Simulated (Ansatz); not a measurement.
System: C5H11O (charge 0, doublet). It need not be the lowest isomer of its formula. 
Geometry from a B3LYP-D3(BJ)/def2-TZVP (Ansatz, an electronic-structure program) optimisation:
SMILES: C[CH]CCCO
```xyz
17

C      2.7969     0.1087     0.4924
C      1.9378    -0.3971    -0.6092
C      0.5948     0.1872    -0.8723
C     -0.4799    -0.2556     0.1441
C     -1.8403     0.3596    -0.1488
O     -2.8284     0.0151     0.8167
H      3.8371    -0.1988     0.3716
H      2.4717    -0.2608     1.4776
H      2.7671     1.2016     0.5517
H      2.1919    -1.3420    -1.0752
H      0.2577    -0.0822    -1.8778
H      0.6570     1.2824    -0.8423
H     -0.1758     0.0248     1.1554
H     -0.5618    -1.3481     0.1268
H     -2.1694     0.0794    -1.1583
H     -1.7739     1.4488    -0.1197
H     -2.9310    -0.9428     0.8195
```
Charge 0, spin multiplicity 2.

Parts of the frozen-core correlation energy in cc-pVTZ (Ansatz, hartree). Frozen orbitals: 6; correlated occupied orbitals by spin: 19 and 18; virtual: 309 and 310. UHF or UKS for open shells. No spin-orbit coupling. Non-relativistic.

| term | value |
|---|---|
| reference (HF) | -270.65575 |
| MP2 opposite-spin | -0.83578 |
| MP2 same-spin | -0.24977 |
| CCSD correlation | -1.14607 |
| (T) | -0.04386 |
| T1 diagnostic | 0.011 |
| largest doubles amplitude | 0.010 |
| <S^2> of the reference | 0.764 |
